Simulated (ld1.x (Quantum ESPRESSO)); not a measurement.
What one change does to a pseudopotential (germanium, TM semilocal)

germanium (Ge), norm-conserving Troullier–Martins (semilocal form), made with ld1.x (Quantum ESPRESSO) 7.5 (PBE, scalar-relativistic). Core [Ar] 3d10, reference 4s2 4p0 (charge +2). Waves: 4p (bound, empty): rc 1.45 bohr; 4d channel at 0.45 Ry: rc 1.55 bohr; 4s (bound): rc 1.60 bohr. Local part: the s channel. Core correction: Bessel-smoothed model core, default radius (core density twice the valence density).

All-electron outer shells of the reference configuration (PBE, scalar-relativistic, ld1.x):

```
shell  level (eV)  outermost node (bohr)  outermost maximum (bohr)
   4s      -29.25                   0.77                      1.66
   4p      -19.81                   0.81                      1.98
```

Change: wave 4s (bound): rc 1.60 bohr becomes 4s (bound): rc 1.00 bohr.

Cutoffs: the cutoffs (Ry, on a coarse ladder) from which the occupation-weighted sum of valence levels, in a spherical-Bessel basis at the reference potential, stays within 10 and 1 mRy of its value at 400 Ry; they do not see the model core or the augmentation charge, which bear on the density cutoff. Errors are all-electron minus pseudo energies relative to the spin-unpolarised reference configuration.

Task: What does the change do?

Result: The potential gets harder (30 Ry and 45 Ry → 230 Ry and 300 Ry); a bound ghost appears in s, which as a rule spoils a file; of the 7 tests that both files solve, the error grows in 3 and shrinks in 4 by more than 15 % and 0.3 meV (median size 14.0 → 20.1 meV). A smaller radius makes the pseudo-wave follow the all-electron one further in, where it bends more sharply, so more plane waves are needed. A semilocal file is local in each channel, so a ghost entry of none says nothing of the separable form that plane-wave codes build from it.

```tsv
quantity	base	changed
cutoff, loose	30 Ry	230 Ry
cutoff, tight	45 Ry	300 Ry
bound ghosts	none	s (extra level of the local part)
error for 4s2 4p2, meV [ΔE -22.88 eV]	-28	-1.8
error for 4s2 4p1, meV [ΔE -15.44 eV]	-14	-0.9
error for 4s1 4p0, meV [ΔE 34.79 eV]	-91	+20
error for 4s1 4p3, meV [ΔE -14.91 eV]	-5.5	-32
error for 4s2 4p1.5, meV [ΔE -20.08 eV]	-23	-1.8
error for 4s1 4p2, meV [ΔE -6.72 eV]	-1.0	-23
error for 4s0 4p4, meV [ΔE -6.69 eV]	-1.0	-91
```

Base: The cutoffs count occupied waves only; the empty 4p level needs 45 Ry at the loose tolerance. A true bound ghost makes a file unfit for plane-wave use even where its test errors are small: the radial tests pick states by their node count and pass the ghost by.
